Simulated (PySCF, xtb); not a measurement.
C3H5BFNO, SMILES O=C/N=C/B(C)F.

The structure is a stationary point at B3LYP-D3(BJ)/def2-SVP. The structure was generated by enumeration; whether it is a known compound was not checked. The values are those of a single conformer.

Level of theory: PySCF with IEF-PCM-PBE0/def2-SVP.

The values are the electrostatic part of the solvation free energy, E(continuum) − E(gas) at the gas-phase geometry, in a cavity of scaled van der Waals radii (PySCF's table); cavitation and dispersion terms are not included. In vacuum the orbital gap is 4.96 eV. The dipole moment in vacuum is 3.05 D.

```
solvent         ε  ΔG(elec) (kcal/mol)  dipole (D)  gap (eV)
----------  -----  -------------------  ----------  --------
water       78.36                 -6.8        3.83      5.17
2-propanol  19.26                 -6.4        3.78      5.16
chloroform   4.71                 -4.8        3.60      5.12
```

For comparison, GFN2-xTB/ALPB(water) (xtb, at the GFN2-xTB geometry, all terms of that model) gives -6.3 kcal/mol.
